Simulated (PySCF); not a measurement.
# Simulated absorption spectrum

C7H8O2.
Z-matrix (Å and degrees, GFN2-xTB geometry), rows numbered from 1:
```
C 
C   1  1.3257
C   2  1.4648  1  125.18
C   3  1.3406  2  120.04  1  -149.19
C   3  1.4558  2  120.78  1    30.97
C   5  1.3381  3  125.47  2    26.85
C   6  1.4657  5  123.26  3   178.29
O   7  1.2076  6  124.35  5  -177.34
O   7  1.3473  6  114.01  5     3.13
H   1  1.0766  2  122.20  3    -1.26
H   1  1.0766  2  121.43  3   177.41
H   2  1.0824  1  119.70  3  -175.75
H   4  1.0767  3  121.71  2    -2.04
H   4  1.0766  3  121.71  2   178.52
H   5  1.0824  3  115.83  2  -156.88
H   6  1.0798  5  122.27  3    -0.33
H   9  0.9693  7  109.27  6   179.74
```

Level of theory: TDDFT PBE0/def2-SVPD, vertical, gas phase, core orbitals frozen in the response in PySCF.

Computed states:

| state | E (eV) | f |
| --- | --- | --- |
| S1 | 4.44 | 0.208 |
| S2 | 4.55 | 0.0000 |
| S3 | 5.41 | 0.205 |
| S4 | 5.56 | 0.308 |
| S5 | 6.41 | 0.0059 |
| S6 | 6.49 | 0.017 |
| S7 | 6.55 | 0.024 |
| S8 | 6.61 | 0.0012 |

Each state is given a Gaussian of 0.25 eV full width at half maximum, with ε(max) = 2.175×10⁸ f / Δν̃ (Δν̃ the width in cm⁻¹). The width is an assumption, not a result. The curve ends short of the highest state used, and states not computed would add to its high-energy end.

**Question.** Give the broadened spectrum and its maxima.

**Answer.** 
| λ (nm) | ε (L mol⁻¹ cm⁻¹) |
| --- | --- |
| 206.2 | 4 |
| 209.6 | 126 |
| 213.0 | 1664 |
| 216.4 | 9633 |
| 219.8 | 26983 |
| 223.2 | 41574 |
| 226.7 | 41528 |
| 230.1 | 30670 |
| 233.5 | 16613 |
| 236.9 | 6139 |
| 240.3 | 1498 |
| 243.7 | 243 |
| 247.1 | 27 |
| 250.5 | 2 |
| 253.9 | 4 |
| 257.3 | 38 |
| 260.7 | 266 |
| 264.1 | 1252 |
| 267.5 | 4125 |
| 271.0 | 9927 |
| 274.4 | 17014 |
| 277.8 | 21864 |
| 281.2 | 21499 |
| 284.6 | 16485 |
| 288.0 | 10030 |
| 291.4 | 4923 |
| 294.8 | 1979 |
| 298.2 | 661 |
| 301.6 | 186 |
| 305.0 | 44 |

Maxima: 279 nm (4.44 eV), ε about 22000, made up of S1 (100%); 225 nm (5.51 eV), ε about 43000, made up of S3 (31%) and S4 (69%) (ε in L mol⁻¹ cm⁻¹; maxima over ε = 5, shares over 10%).

**Question.** Coming from long wavelengths, where does ε first pass 100 L mol⁻¹ cm⁻¹?

**Answer.** At about 303 nm (4.09 eV), 0.35 eV below S1.

**Question.** What would ε be at 5.51 eV, the highest of these maxima, with half the width (0.125 eV)?

**Answer.** About 48800 L mol⁻¹ cm⁻¹ against 43500, a factor of about 1.1; a lone state at its own centre would give exactly 2.

**Question.** On this curve, what absorbance would a 10⁻⁴ mol/L sample give at 254 nm over a 1 cm path?

**Answer.** 254 nm is 4.881 eV, where ε is about 4 L mol⁻¹ cm⁻¹, so A = ε c l ≈ 0.0004 (Beer–Lambert, with the gas-phase spectrum and the assumed width).

One conformer stands for the species.
